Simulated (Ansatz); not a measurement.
BrH6NSi2, SMILES `N[SiH]([SiH3])Br`. Charge 0, multiplicity 1. All single points use the PBE0-D4/def2-TZVP geometry. It is one conformer, not always the lowest.

```xyz
10

N    -1.276   -0.447   -1.188
Si    0.249    0.194   -0.765
Si    0.679   -0.195    1.497
Br    0.436    2.427   -1.035
H    -2.082   -0.257   -0.613
H    -1.536   -0.526   -2.159
H     1.244   -0.385   -1.698
H     1.943    0.478    1.891
H    -0.445    0.364    2.296
H     0.788   -1.653    1.773
```

Task: What is the dipole moment at ωB97M-V/def2-TZVPP? (Estimate.)

Result: Ansatz gave: 2.09 D, with components (-1.42, -1.52, -0.22) D in this frame, pointing from negative to positive charge.

Task: And with PBE, r2SCAN, B3LYP? (Estimate.)

Result: Computed: PBE 2.07 D, r2SCAN 2.11 D, B3LYP 2.07 D.

Task: Give the Mulliken charges with ωB97M-V, r2SCAN, PBE in def2-TZVPP. (Best estimate.)

Result: Ansatz gave: 
```json
{"atom": "N1", "ωB97M-V": "-0.35", "r2SCAN": "-0.43", "PBE": "-0.36"}
{"atom": "Si2", "ωB97M-V": "0.35", "r2SCAN": "0.45", "PBE": "0.35"}
{"atom": "Si3", "ωB97M-V": "0.05", "r2SCAN": "0.17", "PBE": "0.10"}
{"atom": "Br4", "ωB97M-V": "-0.24", "r2SCAN": "-0.26", "PBE": "-0.24"}
{"atom": "H5", "ωB97M-V": "0.12", "r2SCAN": "0.16", "PBE": "0.15"}
{"atom": "H6", "ωB97M-V": "0.12", "r2SCAN": "0.16", "PBE": "0.15"}
{"atom": "H7", "ωB97M-V": "-0.02", "r2SCAN": "-0.07", "PBE": "-0.05"}
{"atom": "H8", "ωB97M-V": "-0.01", "r2SCAN": "-0.05", "PBE": "-0.03"}
{"atom": "H9", "ωB97M-V": "-0.01", "r2SCAN": "-0.06", "PBE": "-0.04"}
{"atom": "H10", "ωB97M-V": "-0.02", "r2SCAN": "-0.06", "PBE": "-0.04"}
```

B3LYP here is the variant with VWN-RPA as its local correlation; programs differ in this.
